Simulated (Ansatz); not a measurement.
Ansatz results at the PBE0-D4/def2-TZVP geometry: LUMO energy (ωB97M-V/def2-TZVPP) -0.08 eV; HOMO–LUMO gap (PBE/def2-TZVPP) 4.97 eV; LUMO energy (PBE/def2-TZVPP) -2.65 eV.

(1) Which molecule gave them?
A. `[CH3][SbH][CH3]`
B. `[F][Sb]([Cl])[Cl]`
C. `C[O][SbH][CH](C)C`
D. `C[CH](C)[SbH2]`

## Answers

(1) B. The others give `C[O][SbH][CH](C)C`: 0.99, 4.00, -1.52; `[CH3][SbH][CH3]`: 1.51, 4.96, -0.72; `C[CH](C)[SbH2]`: 1.38, 4.82, -0.98.
